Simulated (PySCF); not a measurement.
B3LYP has the VWN-RPA correlation part, as in Gaussian. Excitations are Tamm–Dancoff values on a coarser integration grid. The basis has no diffuse functions, so Rydberg states are missing or too high.

Cartesian coordinates (Å):
SMILES: C(O)CC=C
```xyz
13

C      1.8044    -0.5456     0.4590
C      0.9829     0.4230     0.0725
C     -0.4189     0.5923     0.5533
C     -1.4158     0.1642    -0.5205
O     -1.3008    -1.2010    -0.8379
H      1.5106    -1.2643     1.2181
H      2.8023    -0.6429     0.0472
H      1.3186     1.1243    -0.6904
H     -0.6089     1.6405     0.8094
H     -0.5861    -0.0097     1.4511
H     -1.2857     0.7911    -1.4155
H     -2.4363     0.3134    -0.1608
H     -0.3663    -1.3853    -0.9855
```
Charge 0, spin multiplicity 1.

Give the HOMO, HOMO–LUMO gap, S1 excitation (TDA), total energy, T1 excitation (TDA), S1 oscillator strength, LUMO and S1–T1 gap (TDA) at the level B3LYP-D3(BJ)/def2-TZVP // PBE0-D4/def2-TZVP run with PySCF.


The HOMO comes out as -7.36 eV and the HOMO–LUMO gap is 7.08 eV. The S1 excitation (TDA) is 6.34 eV. The total energy comes out as -232.5478 Ha and the T1 excitation (TDA) is 4.53 eV. The S1 oscillator strength comes out as 0.032, the LUMO is -0.28 eV and the S1–T1 gap (TDA) is 1.81 eV.
